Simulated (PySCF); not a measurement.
**Ti¹²⁺: ionisation energy**

Ti¹²⁺ [Ne] (1S) → Ti¹³⁺ [He] 2s2 2p5 (2P), as a difference of total energies. Calculation: PySCF 2.14, in an uncontracted even-tempered set (18 s from 1.8 bohr⁻², ratio 2.2; 11 p from 2.4 bohr⁻², ratio 2.2; 6 d from 14 bohr⁻², ratio 2.4; 5 f from 22 bohr⁻², ratio 2.4; 5 g from 32 bohr⁻², ratio 2.4); the non-relativistic Hamiltonian (point nucleus). Correlated levels: nothing frozen; virtual orbitals above 40 to 60 times the deepest correlated orbital energy dropped. The calculations carry no spin-orbit coupling.

| method | ionisation energy (eV) | plus first-order spin-orbit estimate | difference from reference of that sum (eV) |
| --- | --- | --- | --- |
| UHF | 786.70 | 784.80 | -2.87 |
| LDA | 787.75 | 785.85 | -1.82 |
| PBE | 787.20 | 785.30 | -2.37 |
| PBE0 | 787.53 | 785.63 | -2.04 |
| r2SCAN | 788.26 | 786.37 | -1.30 |
| B3LYP | 787.84 | 785.95 | -1.72 |
| MN15 | 788.98 | 787.09 | -0.58 |
| MP2 (all electrons) | 788.35 | 786.45 | -1.22 |
| SCS-MP2 (all electrons) | 788.20 | 786.30 | -1.37 |

Reference: 787.67 eV (measured; NIST Atomic Spectra Database, ionization energies).

A first-order spin-orbit estimate (lowest level to lowest level, LS coupling) adds -1.894 eV.

These non-relativistic numbers lack the scalar-relativistic shift.
